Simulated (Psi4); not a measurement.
H$_{4}$B (SMILES [BH4-]), charge -1, singlet, geometry from GFN2-xTB (a gas-phase anion, which may not be bound at this level). Base run: MP2/def2-SVP (Psi4).

Psi4 was given this input:
```
memory 2 GB

molecule {
-1 1
B     0.00000000    0.00000000    0.00000000
H    -0.78935573   -0.82329958   -0.45703408
H     0.16226976   -0.21027872    1.19968171
H    -0.45033333    1.13195784   -0.16017538
H     1.07741931   -0.09837954   -0.58247225
}

set {
  basis def2-svp
  freeze_core true
}

energy('mp2')
print_variables()
```

Variants of this job, named by their change:

```json
[
 {"change": "base", "basis functions": "34", "E (Eh)": "-27.08706", "MP2 correlation (Eh)": "-0.13319"},
 {"change": "basis = 3-21G", "basis functions": "(withheld)", "E (Eh)": "(withheld)", "MP2 correlation (Eh)": "(withheld)"},
 {"change": "basis = 6-31+G*", "basis functions": "(withheld)", "E (Eh)": "(withheld)", "MP2 correlation (Eh)": "(withheld)"},
 {"change": "basis = cc-pVDZ", "basis functions": "34", "E (Eh)": "(withheld)", "MP2 correlation (Eh)": "(withheld)"},
 {"change": "basis = 6-311++G**", "basis functions": "50", "E (Eh)": "-27.12748", "MP2 correlation (Eh)": "-0.14379"},
 {"change": "basis = def2-SVPD", "basis functions": "52", "E (Eh)": "-27.10065", "MP2 correlation (Eh)": "-0.14317"},
 {"change": "basis = def2-TZVP", "basis functions": "55", "E (Eh)": "-27.14123", "MP2 correlation (Eh)": "-0.15498"},
 {"change": "basis = aug-pcseg-1", "basis functions": "59", "E (Eh)": "-27.10734", "MP2 correlation (Eh)": "-0.13663"},
 {"change": "basis = aug-cc-pVDZ", "basis functions": "59", "E (Eh)": "-27.12116", "MP2 correlation (Eh)": "-0.14422"},
 {"change": "basis = def2-TZVPD", "basis functions": "(withheld)", "E (Eh)": "(withheld)", "MP2 correlation (Eh)": "(withheld)"},
 {"change": "basis = cc-pVTZ", "basis functions": "86", "E (Eh)": "-27.15203", "MP2 correlation (Eh)": "-0.16597"},
 {"change": "basis = def2-TZVPP", "basis functions": "87", "E (Eh)": "-27.15315", "MP2 correlation (Eh)": "-0.16630"},
 {"change": "basis = cc-pVQZ", "basis functions": "175", "E (Eh)": "-27.16434", "MP2 correlation (Eh)": "-0.17564"}
]
```

### Question
Some entries are withheld; supply them.

### Answer

- basis = 3-21G, basis functions: 17
- basis = 3-21G, E (Eh): -26.88867
- basis = 3-21G, MP2 correlation (Eh): -0.07594
- basis = 6-31+G*, basis functions: 27
- basis = 6-31+G*, E (Eh): -27.08170
- basis = 6-31+G*, MP2 correlation (Eh): -0.10620
- basis = cc-pVDZ, E (Eh): -27.10686
- basis = cc-pVDZ, MP2 correlation (Eh): -0.13530
- basis = def2-TZVPD, basis functions: 73
- basis = def2-TZVPD, E (Eh): -27.14399
- basis = def2-TZVPD, MP2 correlation (Eh): -0.15722

Totals compare only among sets that treat the same electrons; sets with core potentials leave the core out.

A gas-phase anion may not be bound at this level; its values then depend on the basis.
